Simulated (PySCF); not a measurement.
Vertical excitations of a molecule C4H9FSi from TDDFT-M06-2X/def2-SVPD run with PySCF, as energy in eV (oscillator strength): 7.51 (0.010), 7.62 (0.018), 7.73 (0.017), 7.90 (0.019), 8.10 (0.002), 8.24 (0.014), 8.35 (0.207), 8.38 (0.004), 8.50 (0.044), 8.66 (0.006). Lowest triplet (TDA): 7.26 eV. Coordinates come from a B3LYP-D3(BJ)/def2-SVP optimisation. The values are those of a single conformer.

Pick the molecule that these values belong to.
A. C/C=C/[C@H](F)[SiH3]
B. C[C@H]1C[C@@]1(F)[SiH3]
C. C=C(C)[SiH2]CF
D. C[SiH2]/C=C(\C)F

B, C[C@H]1C[C@@]1(F)[SiH3]
